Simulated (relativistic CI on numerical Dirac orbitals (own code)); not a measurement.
# Level scheme of Hf XXXIII

Calculated at this level of theory: Dirac-Coulomb-Breit CI, orbitals from a KLI potential per configuration, a model potential for QED, unscaled Slater integrals (own radial code, finite nucleus).

Configurations in the expansion (outside the closed core [Ar] 3d10): 4s²4p⁶4d⁴, 4s²4p⁵4d⁵, 4s²4p⁶4d³4f, 4s4p⁶4d⁵, 4s4p⁶4d⁴4f, 4s²4p⁶4d³5s, 4s²4p⁶4d³5d, 4s²4p⁶4d³5g, 4p⁶4d⁶, 4p⁵4d⁷, 4s²4p⁶4d²5s², 4s²4p⁶4d4f5s², 4s4p⁶4d²4f5s², 4s²4p⁶4d5s²5d. Double excitations out of closed p, d and f shells are left out; levels of such configurations are missing from the list, as are those of other unlisted configurations, and high levels can miss mixing partners.

The lowest level is 4s²4p⁶4d⁴ ³P0, with 57 % of that term; Hund's rules for 4s²4p⁶4d⁴ give ⁵D with J = 0, of which the calculation keeps J, while another term leads.

| No. | Configuration | Term | J | E (eV) | % | Next component (%) | Lifetime (s) |
| --- | --- | --- | --- | --- | --- | --- | --- |
| 1 | 4s²4p⁶4d⁴ | ³P | 0 | 0.0000 | 57 | 32 ⁵D |  |
| 2 | 4s²4p⁶4d⁴ | ⁵D | 1 | 11.7947 | 64 | 35 ³P | 4.25e-05 |
| 3 | 4s²4p⁶4d⁴ | ⁵D | 2 | 16.7193 | 54 | 13 ³F | 6.45e-04 |
| 4 | 4s²4p⁶4d⁴ | ³F | 4 | 16.9063 | 30 | 22 ³H |  |
| 5 | 4s²4p⁶4d⁴ | ⁵D | 3 | 18.3267 | 32 | 27 ³F | 1.76e-02 |
| 6 | 4s²4p⁶4d⁴ | ⁵D | 0 | 27.2448 | 63 | 21 ¹S | 1.28e-05 |
| 7 | 4s²4p⁶4d⁴ | ⁵D | 2 | 28.3923 | 36 | 26 ³F | 2.07e-05 |
| 8 | 4s²4p⁶4d⁴ | ⁵D | 4 | 28.5266 | 41 | 40 ³H | 4.07e-05 |
| 9 | 4s²4p⁶4d⁴ | ⁵D | 3 | 29.1898 | 44 | 41 ³G | 3.85e-05 |
| 10 | 4s²4p⁶4d⁴ | ³H | 5 | 31.1627 | 68 | 32 ³G | 7.20e-05 |
| 11 | 4s²4p⁶4d⁴ | ³P | 1 | 32.1678 | 47 | 35 ³D | 2.97e-05 |
| 12 | 4s²4p⁶4d⁴ | ³H | 6 | 32.5578 | 52 | 48 ¹I | 7.38e-02 |
| 13 | 4s²4p⁶4d⁴ | ³G | 4 | 34.1788 | 58 | 36 ¹G | 1.64e-04 |
| 14 | 4s²4p⁶4d⁴ | ³F | 3 | 34.1824 | 43 | 29 ³D | 4.82e-05 |
| 15 | 4s²4p⁶4d⁴ | ³D | 2 | 34.6190 | 36 | 30 ³F | 1.18e-04 |
| 16 | 4s²4p⁶4d⁴ | ³F | 2 | 39.4261 | 44 | 30 ³P | 1.99e-05 |
| 17 | 4s²4p⁶4d⁴ | ³F | 4 | 40.6344 | 59 | 19 ⁵D | 4.47e-05 |
| 18 | 4s²4p⁶4d⁴ | ³F | 3 | 44.8532 | 46 | 22 ⁵D | 1.32e-05 |
| 19 | 4s²4p⁶4d⁴ | ¹G | 4 | 45.0778 | 31 | 24 ³F | 1.70e-05 |
| 20 | 4s²4p⁶4d⁴ | ³P | 2 | 45.2317 | 45 | 29 ¹D | 1.77e-04 |
| 21 | 4s²4p⁶4d⁴ | ³D | 1 | 46.7229 | 59 | 25 ³P | 1.00e-05 |
| 22 | 4s²4p⁶4d⁴ | ³G | 5 | 47.1367 | 68 | 32 ³H | 2.79e-05 |
| 23 | 4s²4p⁶4d⁴ | ¹I | 6 | 47.7509 | 52 | 48 ³H | 3.12e-05 |
| 24 | 4s²4p⁶4d⁴ | ³P | 0 | 48.6941 | 59 | 40 ¹S | 2.55e-05 |
| 25 | 4s²4p⁶4d⁴ | ³F | 2 | 50.3945 | 52 | 38 ³P | 1.47e-05 |
| 26 | 4s²4p⁶4d⁴ | ¹F | 3 | 51.1134 | 37 | 35 ³D | 2.07e-05 |
| 27 | 4s²4p⁶4d⁴ | ¹S | 0 | 55.5479 | 69 | 27 ³P | 3.49e-05 |
| 28 | 4s²4p⁶4d⁴ | ³F | 3 | 56.4961 | 67 | 30 ¹F | 2.56e-05 |
| 29 | 4s²4p⁶4d⁴ | ³P | 1 | 56.5247 | 92 | 6 ³D | 1.62e-05 |
| 30 | 4s²4p⁶4d⁴ | ¹G | 4 | 57.3088 | 73 | 19 ³F | 1.74e-05 |

Energies count from the lowest computed level; lifetimes are radiative, by E1, M1, E2, M2, E3 decay to levels of this space only; some are left blank where a channel outside the calculation adds to the decay or the decay crosses a small, uncertain gap.

The mean weight of the leading LS term, summed over parents, in these 30 levels is 53 %, and that of the leading jj configuration (from the same eigenvectors) 89 %, so jj coupling describes them better and the LS labels are nominal.

At this charge energies of transitions that change n are usually good to better than 1 %, and those within a shell (Δn = 0) to a few per cent. Terms inside the open d or f shell come out 10 to 20 % too wide with unscaled integrals.

LS names give the leading component of a level, which can be under half, so a name can repeat, a term be missing and a line seem to break the LS rules.
